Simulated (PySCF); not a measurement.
C₂H₄Cl₂Si, SMILES C=C[SiH](Cl)Cl. Atoms are numbered in the order given.

```xyz
9

Si    -0.0481    -0.3921     0.0000
Cl     1.0619     0.1097     1.6775
Cl     1.0619     0.1097    -1.6775
C     -1.6467     0.5412     0.0000
C     -2.8286    -0.0904     0.0000
H     -0.2798    -1.8545     0.0000
H     -1.6203     1.6380     0.0000
H     -2.9008    -1.1842     0.0000
H     -3.7798     0.4531     0.0000
```
Charge 0, spin multiplicity 1.

Coordinates come from a B3LYP-D3(BJ)/def2-SVP optimisation. Other conformers were not sampled.

Two levels are set side by side: PBE/pcSseg-1 (PySCF) and HF/pcSseg-1 (PySCF). GIAO shifts against HCl (³⁵Cl), TMS (²⁹Si), TMS (¹H), TMS (¹³C) at the same level; non-relativistic, no solvent, atoms listed together averaged. Without spin–orbit terms, shifts of atoms bonded to Cl or Br come out too high at both levels. Differences are taken from unrounded values.

| quantity | PBE |
|---|---|
| δ(²⁹Si) of Si1 (ppm) | 22.8 |
| δ(³⁵Cl) of Cl2, Cl3 (ppm) | 103.3 |
| δ(¹³C) of C4 (ppm) | 145.2 |
| δ(¹³C) of C5 (ppm) | 144.3 |
| δ(¹H) of H6 (ppm) | 6.07 |
| δ(¹H) of H7 (ppm) | 6.66 |

### Question
These are the PBE values. What does HF give? (Estimate from the structure and the level; the computed values follow.)

### Answer

```json
[
 {"quantity": "δ(²⁹Si) of Si1 (ppm)", "HF": "9.3", "PBE minus HF": "13.5"},
 {"quantity": "δ(³⁵Cl) of Cl2, Cl3 (ppm)", "HF": "25.8", "PBE minus HF": "77.5"},
 {"quantity": "δ(¹³C) of C4 (ppm)", "HF": "142.3", "PBE minus HF": "2.9"},
 {"quantity": "δ(¹³C) of C5 (ppm)", "HF": "149.9", "PBE minus HF": "-5.6"},
 {"quantity": "δ(¹H) of H6 (ppm)", "HF": "5.36", "PBE minus HF": "0.71"},
 {"quantity": "δ(¹H) of H7 (ppm)", "HF": "6.58", "PBE minus HF": "0.09"}
]
```

Rough cost on one machine, each run with all the roots and properties that it gave: HF against PBE within a factor of 2.
